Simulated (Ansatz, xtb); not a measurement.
Relative energy of two isomers of C4H11GeN

We compare a, `N[C]1([GeH3])CCC1`, a singlet, with b, `N[C@@H]1CC[C@@H]1[GeH3]`, a singlet. Both are isolated molecules in the gas phase, relaxed with B3LYP-D3(BJ)/def2-SVP; the shapes shown needn't be the lowest conformers.

a (Å):

```xyz
17

C     0.9678    0.3837   -0.4599
C     1.3458   -1.1042   -0.2225
C     0.6146   -1.0464    1.1407
C     0.6651    0.4987    1.0594
Ge   -0.6731    0.5813   -1.5789
N     2.0596    1.2255   -0.9329
H     2.3043    0.9973   -1.8981
H     1.7889    2.2105   -0.9290
H    -1.1079    2.0667   -1.5565
H    -0.3221    0.2045   -3.0386
H    -1.8625   -0.2928   -1.1113
H     1.0167   -1.8559   -0.9578
H     2.4376   -1.1822   -0.0989
H     1.1150   -1.5194    1.9978
H    -0.4133   -1.4349    1.0807
H    -0.2240    1.0656    1.3788
H     1.5503    0.9072    1.5723
```

b (Å):

```yaml
atoms:
  - { symbol: C, position_ang: [0.6752, 0.7883, -1.0898] }
  - { symbol: C, position_ang: [1.1745, -0.5928, -1.5720] }
  - { symbol: C, position_ang: [2.0826, -0.6792, -0.3200] }
  - { symbol: C, position_ang: [1.2525, 0.4717, 0.3185] }
  - { symbol: Ge, position_ang: [-0.1165, -0.1356, 1.6075] }
  - { symbol: N, position_ang: [-0.7602, 1.0030, -1.1612] }
  - { symbol: H, position_ang: [-1.0910, 0.8929, -2.1208] }
  - { symbol: H, position_ang: [-0.9972, 1.9565, -0.8833] }
  - { symbol: H, position_ang: [1.2700, 1.5942, -1.5681] }
  - { symbol: H, position_ang: [0.3568, -1.3285, -1.5373] }
  - { symbol: H, position_ang: [1.6571, -0.6393, -2.5599] }
  - { symbol: H, position_ang: [2.1108, -1.6455, 0.2073] }
  - { symbol: H, position_ang: [3.1206, -0.3772, -0.5303] }
  - { symbol: H, position_ang: [1.8343, 1.2771, 0.7940] }
  - { symbol: H, position_ang: [-0.8670, -1.3799, 1.0947] }
  - { symbol: H, position_ang: [-1.1191, 0.9843, 1.9547] }
  - { symbol: H, position_ang: [0.6240, -0.5328, 2.9108] }
```

Energies in hartree; the thermal terms are from GFN2-xTB frequencies at re-optimised GFN2-xTB minima (ideal gas, soft modes damped towards free rotors, one conformer each, 298.15 K, 1 atm) and include the zero-point energy:

|  | a | b |
| --- | --- | --- |
| E, CCSD(T)/def2-SVP | −2288.291323 | −2288.295742 |
| E, MP2/def2-SVP | −2288.196898 | −2288.201135 |
| E, MP2/def2-TZVPP | −2288.886352 | −2288.890127 |
| zero-point energy | 0.136469 | 0.138176 |
| H(298 K) − E | 0.145760 | 0.146805 |
| G(298 K) − E | 0.103458 | 0.106100 |

Correct the CCSD(T) difference for the basis set by the MP2 change, then work out ΔE, ΔE₀, ΔH and ΔG for a → b in kcal/mol (1 Eh = 627.51 kcal/mol) and the equilibrium ratio [b]/[a].

1. Differences b − a: CCSD(T) −0.004419, MP2 in the small set −0.004237, MP2 in the large set −0.003775 Eh.
2. ΔE = −0.004419 + (−0.003775 − (−0.004237)) = −0.003957 Eh = −2.48 kcal/mol.
3. ΔE₀ = ΔE + ΔZPE = −0.003957 + (+0.001707) Eh = −1.41 kcal/mol.
4. ΔH = ΔE + (+0.001045) Eh = −1.83 kcal/mol.
5. ΔG = ΔE + (+0.002642) Eh = −0.83 kcal/mol, so ΔS = (ΔH − ΔG)/T = −14.1 J/(mol K).
6. kT = 0.9442 mEh, so K = [b]/[a] = exp(−ΔG/kT) = exp(+1.39) ≈ 4.

The two are too close for this level to say which is favoured. An error of 1 kcal/mol in ΔG would change K by a factor of 5.4. Mirror images and further conformers aren't counted.

As drawn, both hold the same kinds of bond in the same numbers.

Other levels gave ΔE = −4.7 (GFN2-xTB); −5.1 (HF/STO-3G, GFN2-xTB geometries); −0.7 (r2SCAN-D4/def2-SVP, GFN2-xTB geometries); −2.3 (B3LYP-D3(BJ)/def2-SVP); −4.6 (HF/def2-SVP); −2.7 (MP2/def2-SVP); −2.8 (CCSD(T)/def2-SVP) kcal/mol. The correlated steps freeze 14 core orbitals; the filled d shell of Ge is correlated, in a basis made for valence electrons. Programs: Ansatz 0.2.0, xtb 6.7.1.
